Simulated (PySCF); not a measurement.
C5H7NO.
Numbering: `[CH2:1]=[CH:2]/[CH:3]=[C:4](\[NH2:5])[CH:6]=[O:7]` (hydrogens: H8, H9 on C1; H10 on C2; H11 on C3; H12, H13 on N5; H14 on C6)

Computed by this run: B3LYP/cc-pVDZ geometry optimisation, gas phase (PySCF 2.14.0); density fitting, grid level 1; the optimiser is geomeTRIC in internal coordinates, started from a GFN2-xTB structure.

Step 0: E = -8835.5436 eV
```
atom  x, y, z in Å  |  force x, y, z in eV/Å
C1      2.6856    0.2703    0.2280    0.300  -0.019  -0.034
C2      1.4885   -0.1560   -0.1826   -0.259  -0.002   0.021
C3      0.2528    0.3306    0.3499   -0.229   0.068   0.017
C4     -0.9925   -0.0844   -0.0127    0.123  -0.361  -0.200
N5     -1.2898   -1.0834   -0.8990   -0.089  -0.147   0.118
C6     -2.1676    0.5339    0.6078    0.328   0.319   0.233
O7     -3.3082    0.2770    0.2958   -0.653  -0.273  -0.246
H8      2.7815    1.0134    1.0020    0.019   0.437   0.433
H9      3.6004   -0.1107   -0.1906    0.486  -0.240  -0.252
H10     1.4349   -0.9122   -0.9552    0.063  -0.353  -0.346
H11     0.3231    1.0990    1.1064   -0.077   0.354   0.343
H12    -0.6112   -1.3546   -1.5879    0.135  -0.070  -0.255
H13    -2.2614   -1.1200   -1.1703   -0.240  -0.005  -0.144
H14    -1.9367    1.2817    1.3862    0.094   0.289   0.311
```

Problem. Estimate the geometry and energy of step 1. (The exact step hangs on the optimiser's Hessian estimate; all steps are aligned on step 0, rigid shifts and turns removed.)

Solution. E = -8835.5974 eV, largest force 0.102 eV/Å
```
atom  x, y, z in Å  |  force x, y, z in eV/Å
C1      2.7162    0.2816    0.2322    0.057   0.048   0.043
C2      1.5054   -0.1602   -0.1598    0.009  -0.066  -0.074
C3      0.2466    0.3271    0.3512    0.021   0.013   0.031
C4     -0.9946   -0.1087   -0.0199   -0.014   0.080   0.033
N5     -1.3145   -1.1062   -0.9100   -0.013  -0.073  -0.022
C6     -2.1674    0.5325    0.6160   -0.076  -0.060  -0.032
O7     -3.3142    0.2553    0.3109    0.022   0.033   0.018
H8      2.8150    1.0635    0.9922    0.006  -0.011  -0.026
H9      3.6378   -0.1251   -0.1891   -0.019  -0.001   0.007
H10     1.4674   -0.9528   -0.9182    0.005   0.017   0.031
H11     0.2841    1.1142    1.1113   -0.017  -0.022  -0.018
H12    -0.6579   -1.3376   -1.6451   -0.011   0.040   0.006
H13    -2.2928   -1.0953   -1.1884    0.015   0.004   0.005
H14    -1.9318    1.2965    1.3945    0.015  -0.001  -0.002
```

The energy changes by -0.0538 eV. The first-order estimate −F·Δx gives -0.1055 eV and the mean of the old and new forces, exact on a quadratic surface, -0.0532 eV. The step makes an angle of 66° with the force vector and moves no atom by more than 0.076 Å.

What follows is the cost of the whole optimisation. On one thread, Arm Neoverse V1 (aarch64), shared host, this took 57 s and 0.53 GiB of memory at its peak.
